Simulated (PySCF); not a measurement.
GaH, SMILES [GaH] (connectivity only; charge and spin as stated), neutral, multiplicity 1. Geometry optimised at B3LYP-D3(BJ)/def2-TZVPD.

The numbers are results of B3LYP-D3(BJ)/def2-TZVPD run with PySCF 2.14.0, not measurements.

Harmonic wavenumbers (cm⁻¹): 1563. Rotational constants (GHz): 178.4 (linear); symmetry number 1.

Problem. Work out the zero-point energy and the ideal-gas rigid-rotor harmonic-oscillator thermochemistry at 298.15 K and 1 atm.

Solution. ZPE = ½ Σ hcν = ½ × 1563 cm⁻¹ = 2.23 kcal/mol. H − E(el) = 4.31 kcal/mol. Entropy in cal/(mol K): translation 38.69, rotation 9.04, vibration 0.01, total 47.74. G − E(el) = -9.92 kcal/mol. Cp = 7.02 cal/(mol K).
